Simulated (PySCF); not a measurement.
A PySCF script (with the pyscf-properties extension) for the NMR shieldings of `C1C(=O)C=C[C@@H]1C(Cl)Cl`, C₆H₆Cl₂O, on a GFN2-xTB geometry:

```python
import basis_set_exchange as bse
import numpy as np
from pyscf import gto, dft
from pyscf.prop import nmr

atoms = """
O     2.164981    2.050388    0.412207
C     1.448418    1.119152    0.154529
C     1.545334    0.210697   -1.003109
C     0.624141   -0.744443   -0.931840
C    -0.235896   -0.632211    0.296669
C    -1.716397   -0.613228   -0.070840
Cl   -2.078111    0.741337   -1.170905
Cl   -2.717488   -0.470507    1.393485
C     0.258328    0.648630    0.977580
H     2.283556    0.343791   -1.773008
H     0.466990   -1.536447   -1.644257
H    -0.079660   -1.505846    0.939560
H    -2.019785   -1.529369   -0.582027
H    -0.501330    1.430600    0.965472
H     0.552505    0.495443    2.014570
"""
names = dict.fromkeys(["O", "C", "Cl", "H"], "pcSseg-1")
basis = {el: gto.basis.parse(bse.get_basis(n, elements=[el], fmt="nwchem")) for el, n in names.items()}
mol = gto.M(atom=atoms, basis=basis, charge=0, verbose=0)
mf = dft.RKS(mol, xc="PBE0")
mf.grids.level = 2
mf.grids.alignment = dft.numint.BLKSIZE   # the property module wants whole blocks of grid points
mf.conv_tol = 1e-9
mf.kernel()

calc = nmr.RKS(mf)   # GIAO
C = mf.mo_coeff
Co = C[:, mf.mo_occ > 0]
resp = mf.gen_response(singlet=True, hermi=2)
def vind(x):   # induced exchange potential for any number of trial vectors
    d = np.einsum("pi,xij,qj->xpq", C, 2 * x.reshape(-1, C.shape[1], Co.shape[1]), Co, optimize=True)
    return np.einsum("xpq,pi,qj->xij", resp(d - d.transpose(0, 2, 1)), C, Co, optimize=True).ravel()
mo1, _ = nmr.rhf.solve_mo1(calc, with_cphf=vind)
sigma = calc.kernel(mo1)
for i, s in enumerate(sigma):   # ppm
    print("%2d %-2s %9.2f" % (i, mol.atom_pure_symbol(i), np.trace(s) / 3))
```

Question: What does it print?

Answer: 
```
 0 O    -304.21
 1 C     -21.51
 2 C      41.00
 3 C      18.33
 4 C     131.06
 5 C      97.77
 6 Cl    719.41
 7 Cl    668.21
 8 C     148.18
 9 H      25.30
10 H      24.31
11 H      28.17
12 H      25.61
13 H      28.95
14 H      29.24
```

These numbers come from an equivalent density-fitted implementation of the same equations, which agrees with the script to about 0.01 ppm for H and up to a few tenths of a ppm for heavy atoms, so last digits may differ.

Question: Turn these shieldings into chemical shifts. References, each an isolated molecule treated in the same way: 17O (σref 336.08) against H2O; 13C (σref 186.93) and 1H (σref 31.72) vs TMS; 35Cl (σref 949.78) against HCl.

Answer: Averaging equivalent atoms: O 0: 640.3; C 1: 208.4; C 3: 168.6; C 2: 145.9; C 5: 89.2; C 4: 55.9; C 8: 38.7; Cl 7: 282; Cl 6: 230; H 10: 7.40; H 9: 6.42; H 12: 6.11; H 11: 3.54; H 13: 2.77; H 14: 2.48 ppm. Unscaled 17O shifts of doubly bonded oxygen tend to come out too high, by tens of ppm or more. Experimental scales use liquid or dissolved standards, which lie at an offset from isolated H2O (liquid H2O: subtract about 36 ppm).

Size and cost of the density-fitted run: 197 basis functions, 26 s wall time on 1 thread of an Arm Neoverse V2, shared host; peak memory 0.87 GiB.
